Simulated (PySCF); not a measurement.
C4H9O2P.
Atom-mapped SMILES: `[CH3:1][C:2](=[O:3])[P:4]([CH3:5])[CH2:6][OH:7]` (hydrogens: H8, H9, H10 on C1; H11, H12, H13 on C5; H14, H15 on C6; H16 on O7)

Cartesian coordinates in Å at the PBE0-D3(BJ)/def2-SVP level; atoms count from 1:
```
atom  x, y, z in Å
C1     2.3178    0.3921    0.2299
C2     1.0855   -0.4514    0.0548
O3     1.0103   -1.5714    0.5180
P4    -0.2788    0.2636   -1.0214
C5    -0.9467    1.5027    0.1849
C6    -1.5100   -1.1249   -0.7704
O7    -1.7482   -1.4801    0.5520
H8     2.9305   -0.0046    1.0506
H9     2.8987    0.3541   -0.7062
H10    2.0684    1.4483    0.4087
H11   -0.1776    2.2372    0.4628
H12   -1.7712    2.0487   -0.2968
H13   -1.3268    0.9909    1.0814
H14   -2.4589   -0.7892   -1.2208
H15   -1.1470   -1.9697   -1.3885
H16   -0.9058   -1.8374    0.8739
```

All values: PBE0/def2-SVPD (PySCF, non-relativistic), on one gas-phase PBE0-D3(BJ)/def2-SVP geometry that isn't relaxed in the solvent. The solvent is an IEF-PCM continuum (van der Waals radii × 1.2), and excitations are vertical TDDFT with non-equilibrium linear response and a frozen core. The model holds no explicit solvent molecules, cavitation or dispersion.

Gas-phase singlets (H = HOMO, L = LUMO):

```csv
state,E (eV),λ (nm),f,leading configurations
S1,3.788,327,0.009,"H→L 70%, H-1→L 25%"
S2,4.608,269,0.021,"H-1→L 72%, H→L 27%"
S3,5.770,215,0.027,H-2→L 91%
S4,6.254,198,0.055,"H→L+1 48%, H→L+2 44%"
S5,6.284,197,0.034,"H→L+2 49%, H→L+1 48%"
```

Q: What are the lowest 5 singlets in water (ε = 78.36)?

A: 
```csv
state,E (eV),λ (nm),f,leading configurations,change by rank (eV)
S1,3.863,321,0.012,"H→L 73%, H-1→L 22%",+0.075
S2,4.727,262,0.031,"H-1→L 75%, H→L 24%",+0.119
S3,5.868,211,0.036,H-2→L 92%,+0.098
S4,6.330,196,0.096,"H→L+2 58%, H→L+1 36%",+0.076
S5,6.466,192,0.024,"H→L+1 61%, H→L+2 38%",+0.182
```

Q: The ground-state energy changes by -0.295 eV from gas to water. By how much does the total energy of gas-phase S1 change?

A: E(S1) = E(S0) + excitation energy, so it changes by -0.295 + 0.075 = -0.220 eV: it is lowered less than the ground state, which is what a blue shift means. This is the vertical state, with the slow part of the continuum still set for S0.

Q: How do the frontier levels move from gas to water?

A: 
```
orbital  gas (eV)  solvent (eV)  change (eV)                   Löwdin shares, gas              Löwdin shares, solvent
 LUMO+2      0.62          0.77        +0.15   P4 30 %, C6 13 %, C2 10 %, H15 8 %  P4 20 %, C6 15 %, O3 12 %, C2 11 %
 LUMO+1      0.51          0.74        +0.23  C5 17 %, C1 15 %, P4 13 %, H11 11 %   P4 23 %, C5 15 %, O7 13 %, C1 7 %
   LUMO     -1.34         -1.21        +0.13    C2 38 %, O3 30 %, P4 11 %, C1 7 %   C2 38 %, O3 30 %, P4 11 %, C1 7 %
   HOMO     -6.80         -6.78        +0.02     P4 46 %, O3 18 %, O7 9 %, C2 8 %    P4 46 %, O3 20 %, C2 8 %, O7 7 %
 HOMO-1     -7.45         -7.44        +0.01   O7 27 %, O3 22 %, P4 15 %, C6 10 %  O7 25 %, O3 21 %, P4 17 %, C6 11 %
 HOMO-2     -8.35         -8.32        +0.03   O7 28 %, P4 19 %, C5 13 %, O3 10 %  O7 27 %, P4 20 %, C5 14 %, C6 11 %
 HOMO-3     -9.77         -9.76        +0.01   O7 32 %, C6 18 %, O3 11 %, P4 10 %   O7 29 %, C6 20 %, O3 11 %, P4 9 %
```

The HOMO–LUMO gap goes from 5.47 to 5.57 eV. Rows go by rank; for LUMO+1 and LUMO+2 the atom shares or the degeneracy differ between the runs, so the row needn't follow one orbital.

On an Arm Neoverse V1 with one thread, no GPU, shared host with 32 logical CPUs at a one-minute load of 28, this took 39 s and 0.95 GiB of memory at its peak. This is the whole response run at PBE0/def2-SVPD in water, SCF included.
